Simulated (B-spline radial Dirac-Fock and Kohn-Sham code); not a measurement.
Z = 65 (terbium), transition energy 195 keV. Calculated with a radial finite-basis atomic code, using a Dirac-Hartree-Slater potential of the neutral atom with a Latter tail (no hole, which puts coefficients of high multipoles low close above an edge), finite nucleus with surface currents. Subshells that would emit electrons below 1 keV are left out.

Task: A pure transition shows α(K) = 0.169, L1/L2 = 0.708 and L1/L3 = 0.880. What is its multipolarity?
A. M1
B. E3
C. E4
D. M3
E. E2
F. M4
G. E1
H. M2

Result: E. For comparison, α(K), L1/L2, L1/L3 are E1 0.0426, 7.26, 6.45; E3 0.590, 0.156, 0.234; E4 2.03, 0.0686, 0.112; M1 0.284, 12.6, 78.6; M2 1.49, 8.06, 9.99; M3 6.24, 5.45, 2.37; M4 25.6, 4.04, 1.04.
